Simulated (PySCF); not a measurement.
A PySCF script (with the pyscf-properties extension) for the NMR shieldings of `OC[C@H](F)c1ccccc1`, C8H9FO, on a PBE0-D3(BJ)/def2-SVP geometry:

```python
import basis_set_exchange as bse
import numpy as np
from pyscf import gto, dft
from pyscf.prop import nmr

atoms = """
O    -3.593328    0.339744    0.029534
C    -2.293299   -0.060923    0.333138
C    -1.268798    0.713930   -0.478757
F    -1.590841    0.504552   -1.813561
C     0.141994    0.284644   -0.202501
C     0.766692   -0.661815   -1.018043
C     2.055216   -1.101417   -0.721241
C     2.726484   -0.603776    0.394208
C     2.106266    0.341391    1.210842
C     0.820655    0.785702    0.912332
H    -3.686962    0.263917   -0.927588
H    -2.125437   -1.142521    0.151437
H    -2.117821    0.119850    1.405046
H    -1.397954    1.792566   -0.282960
H     0.238359   -1.039341   -1.895510
H     2.539061   -1.837570   -1.367909
H     3.737034   -0.948879    0.625404
H     2.630361    0.741035    2.082339
H     0.341996    1.536139    1.548741
"""
names = dict.fromkeys(["O", "C", "F", "H"], "pcSseg-1")
basis = {el: gto.basis.parse(bse.get_basis(n, elements=[el], fmt="nwchem")) for el, n in names.items()}
mol = gto.M(atom=atoms, basis=basis, charge=0, verbose=0)
mf = dft.RKS(mol, xc="GGA_XC_KT2")
mf.grids.level = 2
mf.grids.alignment = dft.numint.BLKSIZE   # the property module wants whole blocks of grid points
mf.conv_tol = 1e-9
mf.kernel()

calc = nmr.RKS(mf)   # GIAO
sigma = calc.kernel()   # uncoupled for a functional without exact exchange
for i, s in enumerate(sigma):   # ppm
    w = np.linalg.eigvalsh((s + s.T) / 2)
    print("%2d %-2s iso %8.1f  s11 %8.1f  s22 %8.1f  s33 %8.1f" % (i, mol.atom_pure_symbol(i), w.mean(), *w))
```

Task: Give the expected output.

Result: 
```
 0 O  iso    291.5  s11    267.1  s22    298.1  s33    309.2
 1 C  iso    109.9  s11     88.3  s22     93.3  s33    148.0
 2 C  iso     85.6  s11     62.7  s22     75.2  s33    118.9
 3 F  iso    387.4  s11    360.6  s22    390.0  s33    411.7
 4 C  iso     50.4  s11    -35.3  s22     24.8  s33    161.6
 5 C  iso     64.4  s11    -35.4  s22     49.0  s33    179.7
 6 C  iso     59.4  s11    -42.2  s22     48.0  s33    172.2
 7 C  iso     60.1  s11    -39.8  s22     48.8  s33    171.4
 8 C  iso     60.4  s11    -40.0  s22     49.3  s33    172.0
 9 C  iso     64.4  s11    -31.8  s22     56.5  s33    168.4
10 H  iso     29.9  s11     20.2  s22     29.9  s33     39.4
11 H  iso     27.6  s11     23.2  s22     28.1  s33     31.4
12 H  iso     27.7  s11     23.1  s22     29.2  s33     30.8
13 H  iso     25.8  s11     21.9  s22     25.0  s33     30.4
14 H  iso     23.8  s11     19.4  s22     22.8  s33     29.2
15 H  iso     23.9  s11     20.5  s22     24.7  s33     26.6
16 H  iso     24.0  s11     20.7  s22     25.3  s33     26.1
17 H  iso     24.0  s11     20.6  s22     25.0  s33     26.6
18 H  iso     24.3  s11     20.5  s22     23.7  s33     28.7
```

These numbers come from an equivalent density-fitted implementation of the same equations, which agrees with the script to about 0.01 ppm for H and up to a few tenths of a ppm for heavy atoms, so last digits may differ.

Task: Turn these shieldings into chemical shifts. Referencing at the same level of theory: 17O (σref 330.66) against H2O; TMS for 13C (σref 183.22), 1H (σref 31.18); 19F (σref 138.57) against CFCl3.

Result: Averaging equivalent atoms: O 0: 39.2; C 4: 132.8; C 6/8: 123.3; C 7: 123.1; C 5/9: 118.8; C 2: 97.6; C 1: 73.4; F 3: -248.9; H 15/17: 7.20; H 14/18: 7.14; H 16: 7.13; H 13: 5.40; H 11: 3.60; H 12: 3.48; H 10: 1.32 ppm. Unscaled 19F shifts against computed CFCl3 carry errors that often reach 10 to 50 ppm. Experimental scales use liquid or dissolved standards, which lie at an offset from isolated H2O (liquid H2O: subtract about 36 ppm).

Size and cost of the density-fitted run: 215 basis functions, 55 s wall time on 1 thread of an Arm Neoverse V1, shared host.
